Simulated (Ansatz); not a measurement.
Consider the cleavage of the Si–Si bond: `C[SiH2][SiH2][SeH]` + CH₃SH → `CS[SiH2][SeH]` + `C[SiH3]`.

Isolated molecules relaxed with PBE0-D4/def2-TZVP in Ansatz; ΔE leaves out vibrations. CCSD(T)/CBS is the MP2 limit (def2-TZVPP, def2-QZVPP) plus CCSD(T) − MP2 in def2-TZVPP, frozen cores. This one scheme is used for every species. DFT in def2-TZVPP. For Se outer-core shells are correlated without core-valence functions, which leaves a few kJ/mol of doubt a bond. Scalar relativity is left out up to krypton. One conformer a species, not always the lowest.

```json
{"level": "r2SCAN-D4", "ΔE (kJ/mol)": "-57.2"}
{"level": "PBE0-D4", "ΔE (kJ/mol)": "-51.8"}
{"level": "PBE", "ΔE (kJ/mol)": "-49.4"}
{"level": "PBE0", "ΔE (kJ/mol)": "-51.4"}
{"level": "HF/def2-TZVPP", "ΔE (kJ/mol)": "-61.2"}
{"level": "CCSD/def2-TZVPP", "ΔE (kJ/mol)": "-55.3"}
{"level": "CCSD(T)/def2-TZVPP", "ΔE (kJ/mol)": "-56.0"}
{"level": "MP2/CBS(def2)", "ΔE (kJ/mol)": "-68.8"}
```

(1) What does CCSD(T)/CBS give? (An estimate is asked.)

Largest T1 diagnostic among the species: 0.010.

## Answers

(1) Computed: -59.0 kJ/mol. The listed levels differ from it by 1.8, 7.2, 9.6, 7.6, -2.2, 3.7, 3.0, -9.8 kJ/mol.
